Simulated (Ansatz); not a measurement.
System: CrO3, net charge 1, doublet state. The spin state was set by rule; other spins were not relaxed. 
Structure (B3LYP-D3(BJ)/def2-TZVP (Ansatz, a first-principles code) minimum search):
```
Cr
O 1 1.5485
O 1 1.5485 2 109.98
O 1 1.6818 2 106.85 3 -115.62
```
Charge +1, spin multiplicity 2.

Parts of the frozen-core correlation energy in def2-SVP (Ansatz, hartree). Frozen orbitals: 12; correlated occupied orbitals by spin: 12 and 11; virtual: 49 and 50. Open shells are spin-unrestricted. No spin-orbit coupling. Non-relativistic. The program attaches cautions to this run: large difference.

```json
[
 {"term": "reference (HF)", "value": "-1267.02023"},
 {"term": "MP2 opposite-spin", "value": "-0.38703"},
 {"term": "MP2 same-spin", "value": "-0.18671"},
 {"term": "CCSD correlation", "value": "-0.71910"},
 {"term": "(T)", "value": "-0.06211"},
 {"term": "T1 diagnostic", "value": "0.153"},
 {"term": "largest doubles amplitude", "value": "0.072"},
 {"term": "<S^2> of the reference", "value": "3.297"}
]
```
